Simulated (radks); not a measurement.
Ionisation of neutral nitrogen, [He] 2s2 2p3, to [He] 2s2 2p2 as the strength of local exchange is varied. Calculated with a radial shooting solver on a logarithmic mesh with Libxc functionals: non-relativistic Kohn-Sham, Slater X-alpha exchange (alpha = 2/3 is LDA exchange), no correlation, spin-unpolarised, spherical densities, point nucleus.

alpha  E(N) (hartree)  exchange (hartree)  IE (eV)  -e of the level emptied (eV)  <r> of it (bohr)
0.575       -52.79442            -4.82240   11.193                    5.045 (2p)             1.562
0.644       -53.37577            -5.45078   12.087                    5.768 (2p)             1.521
0.667       -53.57073            -5.66255   12.393                    6.017 (2p)             1.508
0.7         -53.85150            -5.96843   12.837                    6.383 (2p)             1.489
0.805       -54.75288            -6.95743   14.301                    7.605 (2p)             1.436
0.919       -55.74533            -8.05829   15.973                    9.028 (2p)             1.384
0.996       -56.42377            -8.81775   17.150                   10.045 (2p)             1.352
1.048       -56.88561            -9.33786   17.967                   10.756 (2p)             1.331

NIST Atomic Spectra Database: 14.534 eV (measured). The Delta-SCF value meets it near alpha = 0.82. Spin polarisation and multiplet splitting are left out, so open shells lie too high by an amount that depends on their filling.

Beside tabulated values, note that spin-unpolarised runs miss the spin-polarisation part of the exchange energy of open shells.
